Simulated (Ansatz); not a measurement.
Reaction (ligand exchange at a Zn–O bond): `[OH][Zn][O][SiH3]` + H₂S → `[OH][Zn][SH]` + silanol

Program: Ansatz. Geometries: PBE0-D4/def2-TZVP. ΔE: electronic, gas phase. CCSD(T)/CBS is the MP2 limit (def2-TZVPP, def2-QZVPP) plus CCSD(T) − MP2 in def2-TZVPP, frozen cores. This one scheme is used for every species. DFT in def2-TZVPP. HSE06 is defined as in plane-wave codes. For Zn outer-core shells are correlated without core-valence functions, which leaves a few kJ/mol of doubt a bond. Scalar relativity is left out up to krypton. One conformer a species, not always the lowest.

```
  level  ΔE (kcal/mol)
r2SCAN0          -10.4
  HSE06          -11.3
```

(1) What does CCSD(T)/CBS give? (An estimate is asked.)

(2) What do rigid-rotor, harmonic-oscillator terms from PBE0-D4/def2-TZVP frequencies (298.15 K, 1 bar) make of the CCSD(T)/CBS value? (Best estimate.)

Largest T1 diagnostic among the species: 0.016.

Results:

(1) Computed: -8.9 kcal/mol. The listed levels differ from it by -1.5, -2.4 kcal/mol.

(2) Ansatz gave: ΔZPE = +1.9 kcal/mol, ΔH = -7.5 kcal/mol, ΔS = -13 J/(mol·K), ΔG = -6.6 kcal/mol. Modes under 50 cm⁻¹ make the entropy rough.

At CCSD(T), def2-SVP lies +6.3 kcal/mol from the extrapolated value and def2-TZVPP +1.6 kcal/mol. Leaving LDA and LC-ωPBE aside and taking each functional with its dispersion term where it has one, the values, not all of them listed here, spread over 3.1 kcal/mol, from HSE06-D4 to CAM-B3LYP-D4.
